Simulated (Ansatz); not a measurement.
Input file:

```yaml
crystal:
  periodic: [false, false, false]
  atoms:
    - { symbol: C, position_ang: [0.5744, -1.8956, 0.1309] }
    - { symbol: C, position_ang: [0.7496, -0.4408, 0.6514] }
    - { symbol: C, position_ang: [-0.2655, 0.5774, 0.0187] }
    - { symbol: C, position_ang: [-1.32787, 1.14874, 0.96243] }
    - { symbol: B, position_ang: [-0.70878, 0.26882, -1.42866] }
    - { symbol: "N", position_ang: [0.24612, 1.41561, -0.98148] }
    - { symbol: H, position_ang: [-0.4922, -2.1721, 0.3143] }
    - { symbol: H, position_ang: [0.7704, -1.8771, -0.9774] }
    - { symbol: H, position_ang: [1.2182, -2.538, 0.6742] }
    - { symbol: H, position_ang: [0.6686, -0.4591, 1.7853] }
    - { symbol: H, position_ang: [1.7808, -0.123, 0.4304] }
    - { symbol: H, position_ang: [-1.89263, 0.40516, 1.45148] }
    - { symbol: H, position_ang: [-0.82208, 1.89759, 1.64897] }
    - { symbol: H, position_ang: [-2.00316, 1.8597, 0.31512] }
    - { symbol: H, position_ang: [-1.55857, -0.09519, -2.15669] }
    - { symbol: H, position_ang: [1.19908, 1.10242, -1.29467] }
basis:
  gaussian: { orbitals: "6-31G" }
hamiltonian:
  xc: b3lyp
  dispersion: d4
relax:
  f_tol: 0.015
  max_steps: 40
output:
  orbitals: {}
```

Command:

```bash
$ ansatz run input.yaml --threads 1 --pin off --max-ram 2048MiB --backend cpu --events-out ev --progress --plain --runs-dir out
```

Hardware: 1 thread of Arm Neoverse V2, with other jobs on the host.

Roughly how long does this run take, and how much memory?

75 s, with a peak of 0.18 GiB, for 17 ionic steps.
